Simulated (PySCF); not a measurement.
C₄H₆F₂.

```xyz
12

F     -1.6497     0.1554    -1.0318
C     -0.6770    -0.3448    -0.2213
C     -0.7689    -0.0573     1.2793
C      0.7689     0.0573     1.2793
C      0.6770     0.3448    -0.2213
F      1.6497    -0.1554    -1.0318
H     -0.5519    -1.4217    -0.4290
H     -1.2434    -0.8093     1.9231
H     -1.2510     0.9178     1.4442
H      1.2510    -0.9178     1.4442
H      1.2434     0.8093     1.9231
H      0.5519     1.4217    -0.4290
```
Charge 0, spin multiplicity 1.

The structure is a stationary point at PBE0-D3(BJ)/def2-SVP. The structure was generated by enumeration; whether it is a known compound was not checked.

All values below come from B3LYP/pcSseg-1 in PySCF. Non-relativistic, no solvent.

Computed absolute GIAO shielding of each atom: isotropic value and principal components (ppm):
| atom | σ(iso) | σ11 | σ22 | σ33 | span |
|---|---|---|---|---|---|
| F1 | 357.1 | 316.0 | 365.4 | 389.7 | 73.7 |
| C2 | 86.1 | 57.6 | 67.0 | 133.7 | 76.1 |
| C3 | 158.6 | 143.6 | 155.4 | 176.6 | 33.0 |
| C4 | 158.6 | 143.6 | 155.4 | 176.6 | 33.0 |
| C5 | 86.1 | 57.6 | 67.0 | 133.7 | 76.1 |
| F6 | 357.1 | 316.0 | 365.4 | 389.7 | 73.7 |
| H7 | 26.8 | 23.7 | 27.6 | 29.1 | 5.4 |
| H8 | 29.4 | 26.1 | 26.4 | 35.6 | 9.5 |
| H9 | 30.1 | 27.2 | 27.9 | 35.1 | 7.9 |
| H10 | 30.1 | 27.2 | 27.9 | 35.1 | 7.9 |
| H11 | 29.4 | 26.1 | 26.4 | 35.6 | 9.5 |
| H12 | 26.8 | 23.7 | 27.6 | 29.1 | 5.4 |
